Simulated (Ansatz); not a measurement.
H4SeSiTe, singlet, at a GFN2-xTB geometry (all electrons, no relativity); CASSCF(6,5)/STO-3G run with Ansatz (a first-principles code).

The Ansatz input:
Ansatz 0.2 input:
```yaml
crystal:
  periodic: [false, false, false]
  atoms:
    - {symbol: Te, position_ang: [0.17911028, -0.45464761, 0.76359284]}
    - {symbol: Se, position_ang: [0.57894199, 1.42662275, -0.84579334]}
    - {symbol: H, position_ang: [-0.23036094, 2.43184002, -0.19839266]}
    - {symbol: Si, position_ang: [-1.63328320, -1.56626572, -0.59324649]}
    - {symbol: H, position_ang: [-1.11636198, -2.04188614, -1.87164641]}
    - {symbol: H, position_ang: [-2.74232606, -0.64658169, -0.82392825]}
    - {symbol: H, position_ang: [-2.04274893, -2.67915033, 0.24956443]}
basis:
  gaussian:
    orbitals: STO-3G
hamiltonian:
  xc: hf
magnetization: {spin_polarized: false}
correlation: {active_space: {window: {electrons: 6, orbitals: 5}}}
```

Output, abridged:

```
Functional definition: HF
619 factors; integrals over basis functions are off by at most 3.1e-5 eV
mean field evaluation 1: about -250579.8766 eV, gradient 1.2e1 eV
mean field evaluation 2: about -250579.8929 eV, gradient 1.2e1 eV
mean field evaluation 4: about -250580.7242 eV, gradient 4.6e-1 eV
mean field evaluation 8: about -250580.7255 eV, gradient 1.7e-6 eV
mean field -250580.72547344 eV, -9208.6718114326 hartree, gradient 3.1e-6 eV, S^2 0.000000; 0 other end points of the search recorded, 0 dependent functions left out
reference -250580.72547344 eV, -9208.6718114326 hartree; 52, 52 occupied and 6, 6 virtual orbitals, 619 factors
state -250581.39736067 eV, -9208.6965028332 hartree
Total energy: -250581.39736067 eV, -9208.6965028332 hartree
```
